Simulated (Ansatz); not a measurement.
The molecule TaO, multiplicity 2 (the spin of the measured ground state). No spin–orbit coupling. The T1 diagnostic near the minimum is 0.049, so single-reference values are doubtful.

| level | bond energy D_e (eV) |
|---|---|
| SVWN5/def2-TZVPP | 9.922 |
| PBE/def2-TZVPP | 8.706 |
| B97M-V/def2-TZVPP | 7.946 |
| B3LYP/def2-TZVPP | 7.916 |
| BHLYP/def2-TZVPP | 6.915 |
| CAM-B3LYP/def2-TZVPP | 7.894 |
| wB97X-V/def2-TZVPP | 8.016 |
| wB97M-V/def2-TZVPP | 7.799 |

The rows run from 6.915 (BHLYP/def2-TZVPP) to 9.922 eV (SVWN5/def2-TZVPP). The 8 functionals in def2-TZVPP without D3 or D4 span 3.008, from BHLYP to SVWN5.

D_e counts from the fitted minimum to each atom's lowest state at the same level, without counterpoise.

Doubts at one or more of the structures used: a spin-contaminated determinant (PBE/def2-TZVPP).

Run with Ansatz (Gaussian basis) for Hartree–Fock, density functionals and correlated methods. Each number belongs to the level named beside it. In def2 rows elements past Kr take small-core potentials, without spin–orbit coupling.

Ansatz is a program for electronic structure.
